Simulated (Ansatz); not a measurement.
Geometry optimisation, Ansatz 0.2.0, RKS CAM-B3LYP-D4/STO-3G.

Input file:

```yaml
crystal:
  periodic: [false, false, false]
  atoms:
    - { symbol: O, position_ang: [1.3563, -2.8963, 0.3583] }
    - { symbol: C, position_ang: [0.776, -1.8173, 0.1867] }
    - { symbol: "N", position_ang: [0.2212, -0.7816, 0.0153] }
    - { symbol: Si, position_ang: [0.0409, 0.9212, 0.137] }
    - { symbol: O, position_ang: [-0.03862, 1.13266, 1.83909] }
    - { symbol: H, position_ang: [1.28716, 1.59851, -0.32573] }
    - { symbol: H, position_ang: [-1.15543, 1.40736, -0.48648] }
    - { symbol: H, position_ang: [-0.02174, 0.33668, 2.31985] }
basis:
  gaussian: { orbitals: STO-3G }
hamiltonian:
  xc: cam_b3lyp
  dispersion: d4
relax:
  f_tol: 0.015
  max_steps: 40
```

Run as:

```bash
$ ansatz run input.yaml --threads 1 --pin off --max-ram 2048MiB --backend cpu --events-out ev --progress --plain --runs-dir out
```

Question: Where does it end, and by what steps?

Answer: The run converged. Limits of this set-up: minimal basis. After 13 steps the energy has fallen by 0.628 eV; H8 moved furthest, 0.71 Å.

```
step  energy less start (eV)  largest force component (eV/Å)  accepted
   0                  0.0000                           5.634       yes
   1                 -0.4752                           0.969       yes
   2                 -0.5061                           0.301       yes
   3                 -0.5134                           0.240       yes
   4                 -0.5418                           0.602       yes
   5                 -0.5789                           0.580       yes
   6                 -0.5999                           0.621       yes
   7                 -0.5399                           2.206        no
   8                 -0.6182                           0.202       yes
   9                 -0.6266                           0.090       yes
  10                 -0.6269                           0.115       yes
  11                 -0.6280                           0.076       yes
  12                 -0.6281                           0.062       yes
  13                 -0.6283                           0.011       yes
```

```xyz
8
Properties=species:S:1:pos:R:3
O 1.465 -2.934 0.181
C 0.883 -1.865 0.091
N 0.180 -0.865 -0.071
Si 0.123 0.845 0.257
O 0.278 1.149 1.914
H 1.242 1.492 -0.377
H -1.136 1.292 -0.290
H -0.571 0.788 2.340
```

Whether the end is a true minimum wasn't checked by a vibrational analysis.

The run took 30 s on 1 thread of Arm Neoverse V2, on a shared host, peak memory 0.16 GiB.
